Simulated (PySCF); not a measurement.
C5H9F.

```xyz
15

C      1.8791     0.5733     0.4231
C      0.6190    -0.2716     0.3975
F      0.9678    -1.5685     0.0153
C     -0.4359     0.2491    -0.5405
C     -1.8638    -0.1953    -0.3798
C     -1.4734     1.2162    -0.0278
H      2.6273     0.1312     1.0979
H      2.3157     0.6349    -0.5861
H      1.6518     1.5938     0.7671
H      0.1912    -0.3451     1.4152
H     -0.0763     0.4032    -1.5642
H     -2.0889    -0.8870     0.4373
H     -2.4544    -0.3634    -1.2839
H     -1.4375     1.4902     1.0312
H     -1.7900     2.0286    -0.6869
```
Charge 0, spin multiplicity 1.

The structure is a stationary point at B3LYP-D3(BJ)/def2-SVP. The structure was generated by enumeration; whether it is a known compound was not checked. Other conformers were not sampled.

Computed with PBE/pcSseg-1 run with PySCF. Non-relativistic, no solvent.

Computed absolute GIAO shielding of each atom: isotropic value and principal components (ppm):
```csv
atom,σ(iso),σ11,σ22,σ33,span
C1,156.4,139.2,149.0,180.9,41.8
C2,77.7,41.0,66.8,125.4,84.4
F3,344.0,326.0,342.4,363.5,37.4
C4,159.3,126.8,142.6,208.6,81.8
C5,172.5,142.6,168.5,206.3,63.7
C6,174.9,147.7,171.1,205.8,58.1
H7,29.6,26.0,27.0,35.9,10.0
H8,29.7,26.7,28.3,34.2,7.5
H9,30.0,25.5,29.2,35.2,9.7
H10,27.7,25.6,28.1,29.3,3.6
H11,30.4,24.7,28.9,37.7,12.9
H12,30.7,25.5,27.9,38.7,13.2
H13,30.5,25.0,26.5,40.1,15.0
H14,31.2,26.1,28.5,39.0,12.9
H15,30.7,25.5,26.5,40.1,14.6
```
